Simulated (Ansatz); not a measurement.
Relaxation of CH5ClZn (8 atoms, charge 0, multiplicity 1), to a largest force component of 0.03 eV/Å in at most 50 steps.

Method: RHF/def2-SVP in Ansatz 0.2.0.

```xyz
8
Properties=species:S:1:pos:R:3:forces:R:3
Zn -0.678 0.597 -0.622 -0.08 0.07 -0.03
C -0.158 0.139 2.487 -0.09 0.06 0.07
H -0.726 -0.532 3.136 0.04 0.05 -0.08
H 0.490 -0.460 1.837 -0.05 0.05 0.05
H 0.465 0.790 3.104 -0.04 -0.04 -0.07
Cl 0.680 -0.604 -1.777 -0.03 0.03 0.01
H -1.621 1.429 0.308 -0.17 0.15 -0.65
H -0.848 0.745 1.882 0.42 -0.37 0.70
```

Question: Where does it end, and by what steps?

Answer: The run converged. The force dipped under the threshold on the way, but the program's further checks kept it going. After 13 steps the energy has fallen by 0.301 eV; H7 moved furthest, 1.46 Å.

| step | energy less start (eV) | largest force component (eV/Å) | accepted |
| --- | --- | --- | --- |
| 0 | 0.0000 | 0.703 | yes |
| 1 | -0.1459 | 0.327 | yes |
| 2 | -0.2227 | 0.173 | yes |
| 3 | -0.2549 | 0.141 | yes |
| 4 | -0.2767 | 0.102 | yes |
| 5 | -0.2838 | 0.211 | yes |
| 6 | -0.2934 | 0.081 | yes |
| 7 | -0.2971 | 0.015 | yes |
| 8 | -0.2971 | 0.203 | yes |
| 9 | -0.2995 | 0.036 | yes |
| 10 | -0.2999 | 0.012 | yes |
| 11 | -0.3003 | 0.020 | yes |
| 12 | -0.3003 | 0.101 | no |
| 13 | -0.3006 | 0.012 | yes |

```xyz
8
Properties=species:S:1:pos:R:3
Zn -0.897 0.791 -1.159
C -0.029 0.025 2.780
H -0.374 -0.845 3.338
H 0.323 -0.292 1.799
H 0.789 0.500 3.321
Cl 0.697 -0.635 -1.372
H -2.054 1.826 -1.026
H -0.851 0.734 2.674
```

Whether the end is a true minimum wasn't checked by a vibrational analysis.

Run time: 28 s on 1 thread of Arm Neoverse V1 (shared host), peak memory 0.17 GiB.
